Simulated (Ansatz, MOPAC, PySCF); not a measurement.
C3H10O3Sn, SMILES `C[CH](C)[Sn]([OH])([OH])[OH]`, neutral singlet in the gas phase. In the def2 sets core potentials replace the inner electrons of Sn.

Cartesian coordinates (Å):
```xyz
17

C     -1.3876     0.1768    -1.3982
C     -0.9599    -0.3350    -0.0290
C     -1.5516     0.4563     1.1300
Sn     1.1821    -0.3045     0.1097
O      2.0895    -1.6165    -1.0713
O      1.9150     1.4703    -0.3973
O      1.8520    -0.6545     1.9452
H     -0.9761    -0.4358    -2.2150
H     -1.0629     1.2170    -1.5598
H     -2.4874     0.1562    -1.4880
H     -1.2247    -1.4007     0.0715
H     -1.2244     0.0678     2.1064
H     -2.6539     0.4114     1.1010
H     -1.2677     1.5197     1.0780
H      2.7514    -1.1689    -1.6128
H      2.4974     1.8017     0.2971
H      2.5087    -1.3615     1.9324
```
Charge 0, spin multiplicity 1.

All levels are single points at this geometry (PBE0-D3(BJ)/def2-SVP); Pople sets use spherical d functions. Orbital energies aren't observables, and empty levels follow the basis.

```
level                                HOMO (eV)  LUMO (eV)  gap (eV)  dipole (D)  vertical IE, Delta-SCF (eV)
-----------------------------------  ---------  ---------  --------  ----------  ---------------------------
B3LYP-D3(BJ)/def2-TZVP in Ansatz         -7.62      -1.24      6.38        1.05                         9.55
PBE/6-31G* (LANL2DZ on Sn) in PySCF      -6.12      -1.22      4.90        0.72                         8.83
HF/6-31G* (LANL2DZ on Sn) in PySCF      -10.86       3.44     14.30        0.83                         9.65
PM3 in MOPAC                            -10.47      -1.09      9.39        0.54                            –
PM6 in MOPAC                            -10.34      -0.55      9.79        0.91                            –
PM7 in MOPAC                            -10.02       0.95     10.97        0.54                            –
```

Ansatz is a quantum-chemistry and plane-wave program.
